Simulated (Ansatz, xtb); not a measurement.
A geometry optimisation of Cl3H2NOSi with r2SCAN-D4/def2-SVP

The starting geometry of this gas-phase singlet was built from a drawn formula by distance geometry and a force field; its bonds are those of `[O-][NH2+][Si](Cl)(Cl)Cl`.

```yaml
atoms:
  - { symbol: Cl, position_ang: [-1.1882, 2.3655, -1.7866] }
  - { symbol: Cl, position_ang: [1.0994, 1.1906, 0.2861] }
  - { symbol: Cl, position_ang: [-1.5960, 2.4850, 1.4790] }
  - { symbol: N, position_ang: [-1.6917, -0.2087, -0.0075] }
  - { symbol: O, position_ang: [-1.2904, -1.0928, -0.9837] }
  - { symbol: Si, position_ang: [-0.8510, 1.3153, -0.0390] }
  - { symbol: H, position_ang: [-1.5470, -0.5800, 0.9209] }
  - { symbol: H, position_ang: [-2.7090, 0.0044, -0.0385] }
```

Predict what it relaxes into with r2SCAN-D4/def2-SVP.

It rearranges to `NO[Si](Cl)(Cl)Cl`. Contacts that open: N4–Si6 (1.74 → 2.52 Å). Contacts that close: O5–Si6 (2.62 → 1.66 Å).

The energy falls by 2.25 eV over 19 steps:

| step | E − E(last) (eV) |
| --- | --- |
| 1 | 2.252 |
| 3 | 1.925 |
| 5 | 1.627 |
| 7 | 1.136 |
| 9 | 0.669 |
| 11 | 0.339 |
| 13 | 0.047 |
| 15 | 0.015 |
| 17 | 0.001 |
| 19 | 0.000 |

Final geometry (Å):

```xyz
8

Cl   -0.5238    2.4678   -2.1418
Cl    1.0719    1.1045    0.4591
Cl   -1.7601    2.7926    0.9461
N    -1.8401   -0.5260    0.5804
O    -1.6325    0.1838   -0.6718
Si   -0.7576    1.5536   -0.3331
H    -1.4739   -1.4607    0.3771
H    -2.8577   -0.6364    0.6147
```

From the same start GFN2-xTB reaches the same bonding as this run.

No frequencies were run, so the end isn't proven a minimum. Run with Ansatz 0.2.0, 29 s on 2 threads of Intel(R) Xeon(R) 6975P-C (Granite Rapids) (shared host).
